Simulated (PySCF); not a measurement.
H₄BeOSSi, singlet, at a GFN2-xTB geometry (such geometries of metal compounds can be far from the true shape). Base run: WB97X/6-31G, TDA (PySCF).

PySCF was given this input:
```python
from pyscf import gto, scf, dft, tdscf

mol = gto.M(
    atom='''
Be    0.261360    0.289410    0.544845
S     0.913926    1.191009    2.101077
H     2.010026    0.502327    2.345815
O    -0.270106   -0.319956   -0.587631
Si   -0.886972   -1.037027   -1.910789
H    -2.297286   -1.271748   -1.613168
H    -0.122589   -2.272119   -2.070136
H    -0.679950   -0.094224   -3.007034
''',
    basis='6-31g',
    charge=0,
    spin=0,
    verbose=4,
)

mf = dft.RKS(mol)
mf.xc = 'wb97x'
mf.kernel()
td = mf.TDA()
td.nstates = 5
td.kernel()
td.analyze()
```

The base run was repeated with changes; each row names its change, and settings that it needs were set with it.

| change | first excitation (eV) | oscillator strength of the first | second (eV) | core-seconds (rough) |
|---|---|---|---|---|
| base | 6.67 | 0.004 | 6.84 | 40 |
| functional = b3lyp | … | … | … | 20 |
| nstates = 10 | 6.67 | 0.004 | 6.84 | 50 |
| nstates = 2 | 6.67 | 0.004 | 6.84 | 30 |
| basis = 6-31+G* | … | … | … | 200 |
| functional = bhandhlyp | … | … | … | 20 |
| basis = cc-pVDZ | 6.28 | 0.005 | 6.66 | 90 |
| states = triplets | 6.23 | - | 6.70 | 50 |
| functional = blyp | 5.18 | 0.010 | 5.78 | 20 |
| functional = pbe | 5.26 | 0.010 | 5.86 | 10 |

Question: Some entries are withheld; supply them.

Answer: 
- functional = b3lyp, first excitation (eV): 5.92
- functional = b3lyp, oscillator strength of the first: 0.018
- functional = b3lyp, second (eV): 6.18
- basis = 6-31+G*, first excitation (eV): 6.09
- basis = 6-31+G*, oscillator strength of the first: 0.046
- basis = 6-31+G*, second (eV): 6.39
- functional = bhandhlyp, first excitation (eV): 6.58
- functional = bhandhlyp, oscillator strength of the first: 0.011
- functional = bhandhlyp, second (eV): 6.76

An iterative solver can miss low states, so a row lists the states that it found.
